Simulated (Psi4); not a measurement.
Psi4 input (wB97X-D/6-31G*):

```
memory 1500 MB

molecule {
0 2
Si   -2.45546300   -0.49918100    0.19865300
O    -0.86571000   -0.48134300    0.66274400
Si    0.58426500    0.22252000    0.54099800
Cl    0.49398700    1.73463600   -0.87657000
Cl    1.96804800   -1.19011300   -0.05713700
H    -3.05905200    0.82535600    0.45453300
H    -2.53895100   -0.82372800   -1.24048500
H    -3.13414100   -1.53452500    1.00191700
symmetry c1
no_reorient
no_com
}

set {
  basis 6-31G*
  reference uks
  scf_type pk
  dft_radial_points 99
  dft_spherical_points 590
  e_convergence 1e-8
  d_convergence 1e-7
  maxiter 150
}

e = energy('wb97x-d')
print_out(f'\nFINAL {e:.10f} DIPOLE {variable("CURRENT DIPOLE")[0]:.6f} {variable("CURRENT DIPOLE")[1]:.6f} {variable("CURRENT DIPOLE")[2]:.6f}\n')
```

Output:

```
   => Loading Basis Set <=

    Name: 6-31G*
    Role: ORBITAL
    Keyword: BASIS
    atoms 1, 3 entry SI         line   268 file 6-31gs.gbs
    atoms 2    entry O          line   145 file 6-31gs.gbs
    atoms 4-5  entry CL         line   340 file 6-31gs.gbs
    atoms 6-8  entry H          line    44 file 6-31gs.gbs

   => WB97X-D: Empirical Dispersion <=

    Chai and Head-Gordon Dispersion Correction
    Chai, J.-D.; Head-Gordon, M. (2010), J. Chem. Phys., 132: 6615-6620

        s6 =       1.000000

         ---------------------------------------------------------
                                   SCF
               by Justin Turney, Rob Parrish, Andy Simmonett
                          and Daniel G. A. Smith
                              UKS Reference
         ---------------------------------------------------------

  ==> Geometry <==

    Molecular point group: c1
    Full point group: C1

    Geometry (in Angstrom), charge = 0, multiplicity = 2:

       Center              X                  Y                   Z               Mass
    ------------   -----------------  -----------------  -----------------  -----------------
         SI          -2.455463000000    -0.499181000000     0.198653000000    27.976926534650
         O           -0.865710000000    -0.481343000000     0.662744000000    15.994914619570
         SI           0.584265000000     0.222520000000     0.540998000000    27.976926534650
         CL           0.493987000000     1.734636000000    -0.876570000000    34.968852682000
         CL           1.968048000000    -1.190113000000    -0.057137000000    34.968852682000
         H           -3.059052000000     0.825356000000     0.454533000000     1.007825032230
         H           -2.538951000000    -0.823728000000    -1.240485000000     1.007825032230
         H           -3.134141000000    -1.534525000000     1.001917000000     1.007825032230

  Running in c1 symmetry.

  Rotational constants: A =      0.07920  B =      0.04373  C =      0.03038 [cm^-1]
  Rotational constants: A =   2374.44748  B =   1310.98373  C =    910.65896 [MHz]
  Nuclear repulsion =  418.977825683594233

  Charge       = 0
  Multiplicity = 2
  Electrons    = 73
  Nalpha       = 37
  Nbeta        = 36

  ==> Algorithm <==

  SCF Algorithm Type is PK.
  DIIS enabled.
  MOM disabled.
  Fractional occupation disabled.
[...]
      71A      0.942604    72A      0.944418    73A      0.948957
      74A      0.954728    75A      0.975940    76A      1.010397
      77A      1.031071    78A      1.071788    79A      1.172170
      80A      1.191846    81A      1.205726    82A      1.235736
      83A      1.246562    84A      1.300473    85A      1.366171
      86A      1.433916    87A      1.551270    88A      1.876249
      89A      1.887592    90A      2.053492    91A      2.446814
      92A      2.758782    93A      2.964404    94A      2.998580
      95A      3.773303    96A      4.330417    97A      4.350119

    Beta Occupied:

       1A   -101.722669     2A   -101.721578     3A    -66.388869
       4A    -66.323075     5A    -19.307914     6A     -9.596552
       7A     -9.595558     8A     -7.342002     9A     -7.341074
      10A     -7.336494    11A     -7.336302    12A     -7.335408
      13A     -7.335260    14A     -5.493029    15A     -5.437211
      16A     -3.839287    17A     -3.838820    18A     -3.834746
      19A     -3.783856    20A     -3.780380    21A     -3.780355
      22A     -1.127714    23A     -0.946650    24A     -0.925373
      25A     -0.701293    26A     -0.596287    27A     -0.540673
      28A     -0.528875    29A     -0.511032    30A     -0.476551
      31A     -0.446920    32A     -0.439716    33A     -0.427150
      34A     -0.418290    35A     -0.414935    36A     -0.408077

    Beta Virtual:

      37A     -0.067709    38A      0.071676    39A      0.097549
      40A      0.115059    41A      0.131550    42A      0.149064
      43A      0.153950    44A      0.197419    45A      0.226332
      46A      0.285717    47A      0.288488    48A      0.297885
      49A      0.308446    50A      0.325370    51A      0.385740
      52A      0.452651    53A      0.468487    54A      0.474997
      55A      0.518836    56A      0.566918    57A      0.578534
      58A      0.594750    59A      0.603821    60A      0.622249
      61A      0.635796    62A      0.646369    63A      0.677392
      64A      0.689600    65A      0.745476    66A      0.755784
      67A      0.773646    68A      0.792455    69A      0.894154
      70A      0.937326    71A      0.946071    72A      0.947927
      73A      0.952005    74A      0.960739    75A      0.980135
      76A      1.021079    77A      1.044186    78A      1.079962
      79A      1.174556    80A      1.194686    81A      1.207198
      82A      1.237357    83A      1.247406    84A      1.306951
      85A      1.372874    86A      1.436627    87A      1.554334
      88A      1.879044    89A      1.890234    90A      2.059127
      91A      2.449290    92A      2.763602    93A      2.977417
      94A      3.005366    95A      3.776268    96A      4.335174
      97A      4.354858

    Final Occupation by Irrep:
              A
    DOCC [    36 ]
    SOCC [     1 ]
    NA   [    37 ]
    NB   [    36 ]

  @UKS Final Energy: -1576.43083553587007

   => Energetics <=

    Nuclear Repulsion Energy =            418.9778256835942329
    One-Electron Energy =               -3013.6357325716453488
    Two-Electron Energy =                1096.7651105119334716
    DFT Exchange-Correlation Energy =     -78.5350750205501527
    Empirical Dispersion Energy =          -0.0029641392023461
    VV10 Nonlocal Energy =                  0.0000000000000000
    Total Energy =                      -1576.4308355358700737

  UHF NO Occupations:
  HONO-2 :   35  A 1.9998856
  HONO-1 :   36  A 1.9993566
  HONO-0 :   37  A 1.0000000
  LUNO+0 :   38  A 0.0006434
  LUNO+1 :   39  A 0.0001144
  LUNO+2 :   40  A 0.0000704
  LUNO+3 :   41  A 0.0000376

Computation Completed

Properties will be evaluated at   0.000000,   0.000000,   0.000000 [a0]

Properties computed using the SCF density matrix

 Multipole Moments:

 ------------------------------------------------------------------------------------
     Multipole            Electronic (a.u.)      Nuclear  (a.u.)        Total (a.u.)
 ------------------------------------------------------------------------------------

 L = 1.  Multiply by 2.5417464519 to convert [e a0] to [Debye]
 Dipole X            :         -0.7289523           -0.0000019           -0.7289542
 Dipole Y            :         -0.0261811           -0.0000076           -0.0261887
 Dipole Z            :          0.3431700            0.0000227            0.3431927
 Magnitude           :                                                    0.8061273

 ------------------------------------------------------------------------------------

FINAL -1576.4308355359 DIPOLE -0.728954 -0.026189 0.343193

*** Psi4 exiting successfully. Buy a developer a beer!
```

The geometry given is a B3LYP-D3(BJ)/def2-TZVP minimum.
